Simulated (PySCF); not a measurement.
BFH2S, SMILES FBS. Atoms are numbered in the order given.

```xyz
5

B     -0.5410    -0.6003     0.0000
F      0.2886    -1.6357     0.0000
H     -1.7146    -0.7912     0.0000
S      0.1764     1.0510     0.0000
H     -0.9995     1.6990     0.0000
```

Geometry: B3LYP-D3(BJ)/def2-TZVP. One conformer was computed; it need not be the lowest.

Vertical ionisation energy (IE) and electron affinity (EA) in eV. Rows of orbital energies are one-electron estimates. Where ΔSCF, EOM or ADC give a negative EA the extra electron is unbound and the value depends on the basis.

| level | IE | EA |
|---|---|---|
| −ε(HOMO), −ε(LUMO), M06-2X/def2-TZVPD (PySCF) | 9.52 | 0.03 |
| ADC(2)/aug-cc-pVDZ (PySCF) | [?] | [?] |

Q: What belongs in the gaps? (An estimate is asked for; the answer gives what the named calculation found.)

A: 
- ADC(2)/aug-cc-pVDZ (PySCF), IE: 10.51
- ADC(2)/aug-cc-pVDZ (PySCF), EA: -0.72

Q: Beyond the first one, list the lowest photoelectron lines from PySCF with ADC(2)/aug-cc-pVDZ with their pole strengths (two spins summed). (An estimate is asked for; the answer gives what the named calculation found.)

A: 11.53 eV (1.82), 13.60 eV (1.78), 15.09 eV (1.74), 15.18 eV (1.79), 16.29 eV (1.77).
